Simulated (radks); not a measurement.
C, configuration [He] 2s2 2p2 (the NIST ground configuration).

Calculated with a radial shooting solver on a logarithmic mesh with Libxc functionals: non-relativistic Kohn-Sham, LDA (Slater exchange, Perdew-Wang correlation), spin-polarised, spherical densities, point nucleus; open shells are filled with parallel spins first.

Energy parts (hartree):
| part | energy |
|---|---|
| total | -37.46826 |
| kinetic | 37.24161 |
| electron-nucleus | -87.64457 |
| Hartree | 17.72181 |
| exchange-correlation | -4.78710 |

Orbitals (lengths in bohr, moments of r in powers of bohr; r(90%) holds 90 % of the orbital's charge):
orbital,occ.,eigenvalue (hartree),<r^4>,r(90%),<r^2>
1s up,1,-9.94028,0.02717,0.491,0.1013
1s down,1,-9.90557,0.02667,0.489,0.1004
2s up,1,-0.53093,17.18,2.51,2.964
2s down,1,-0.43540,21.31,2.63,3.243
2p up,2,-0.22722,37.92,3.00,3.919
2p down,0,-0.13964,71.51,3.47,5.143

The highest occupied level is 2p up at -6.183 eV. Spin moment in Bohr magnetons: 2. The spin density at the nucleus is -0.0076 e/bohr^3 (1s -0.2743, 2s 0.2667), a Fermi contact field of -0.396 T. Summed over all electrons, <r^2> = 14.25 bohr^2, which gives a Langevin (diamagnetic) susceptibility term of -11.3 x 10^-6 cm^3/mol. Virial ratio -V/T = 2.00609.
